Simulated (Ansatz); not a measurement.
The cluster K3Sn3I9. Charge 0, multiplicity 1. Geometry r2SCAN-D4/def2-SVP, loosely relaxed.

```xyz
15

K     0.507   -2.791    0.122
K     1.146    2.018    1.835
K     1.554    4.450   -1.717
Sn   -2.198    1.079   -1.186
Sn   -3.798   -2.272    0.650
Sn    4.001   -0.369   -0.354
I     2.814   -1.010    2.257
I    -1.438    3.755   -0.056
I     3.778    3.596    0.520
I     3.720   -3.092   -1.288
I    -4.993    1.126   -0.729
I     1.402    0.461   -1.525
I    -1.765   -0.183    1.565
I    -2.251   -4.375    1.826
I    -2.479   -2.391   -1.919
```

In the def2 sets I, Sn take a core potential, while STO-3G treats all electrons; there is no spin–orbit coupling. Single mean-field runs in def2-TZVP are fitted with def2-universal-jkfit. The geometry of the charge 0 singlet is only loosely relaxed. Another isomer (singlet) lies 0.14 eV lower at PBE0-D4/def2-TZVP; other spin states weren't run for this one.

Task: Estimate the orbital energies around the gap (eV) in Ansatz with HF/STO-3G, r2SCAN-D4/def2-TZVP, B97M-V/def2-TZVP, PBE0-D4/def2-SVP, PBE0-D4/def2-TZVP.

Result: 
```csv
orbital,HF/STO-3G,r2SCAN-D4/def2-TZVP,B97M-V/def2-TZVP,PBE0-D4/def2-SVP,PBE0-D4/def2-TZVP
HOMO−5,-6.17,-6.35,-6.26,-7.08,-7.09
HOMO−4,-6.00,-6.30,-6.23,-7.06,-7.03
HOMO−3,-5.91,-6.12,-6.02,-6.83,-6.82
HOMO−2,-5.65,-5.98,-5.95,-6.75,-6.76
HOMO−1,-5.24,-5.90,-5.86,-6.65,-6.65
HOMO,-4.71,-5.71,-5.65,-6.43,-6.45
LUMO,3.81,-2.98,-2.91,-2.52,-2.45
LUMO+1,4.29,-2.78,-2.72,-2.31,-2.27
LUMO+2,4.60,-2.53,-2.43,-2.10,-2.06
LUMO+3,5.19,-2.28,-2.23,-1.80,-1.78
LUMO+4,5.34,-2.16,-2.11,-1.68,-1.67
LUMO+5,5.51,-2.12,-2.00,-1.66,-1.65
```
